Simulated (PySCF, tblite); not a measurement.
Question: Write Cartesian coordinates for `C=CC1=C[P@]1(=N)C(C)C` as optimised with GFN2-xTB.

Answer: 
```
atom  x, y, z in Å
C1     3.282   -0.609    0.362
C2     2.844    0.302   -0.503
C3     1.470    0.411   -0.877
C4     0.693    1.078   -1.768
P5    -0.254   -0.156   -0.836
N6    -0.956   -1.481   -1.263
C7    -1.181    0.616    0.544
C8    -2.598    0.894    0.064
C9    -1.149   -0.344    1.726
H10    2.602   -1.312    0.816
H11    4.321   -0.691    0.633
H12    3.524    1.009   -0.966
H13    0.849    1.779   -2.568
H14   -0.527   -1.992   -2.021
H15   -0.665    1.550    0.794
H16   -3.197    1.331    0.862
H17   -2.584    1.579   -0.783
H18   -3.060   -0.038   -0.255
H19   -1.600   -1.290    1.436
H20   -0.121   -0.530    2.035
H21   -1.701    0.067    2.570
```

Any rigid rotation of these coordinates is as good. Atoms count from 1 in this order. The 3-membered ring C3–C4–P5 has internal angles of 43.9° to 68.1°. P5 (phosphorus bonded to 3 C and N) has angles from 43.9° to 133.4°. The 5 C–C bonds span 1.330 Å (C1=C2, drawn double) to 1.522 Å (C7–C9, drawn single), a spread of 0.192 Å. Of the pairs four or more bonds apart, N6···H18 is among the closest relative to their van der Waals radii: 2.74 Å, 100 % of the sum of Bondi's values.

Bonds between heavy atoms (Å): C1=C2 1.330, C2–C3 1.428, C3=C4 1.358, C4–P5 1.814, P5=N6 1.559, P5–C7 1.834, C7–C8 1.522, C7–C9 1.522, C3–P5 1.815.

Structure optimised with GFN2-xTB, isolated species.

Point group: C1 (no symmetry element, even within 0.4 Å). Its GFN2-xTB frequencies are all real (lowest 35 cm⁻¹). One conformer, not necessarily the lowest (C1–C2–C3–C4 -172°, C4–P5–C7–C8 96°).

These are computed values.
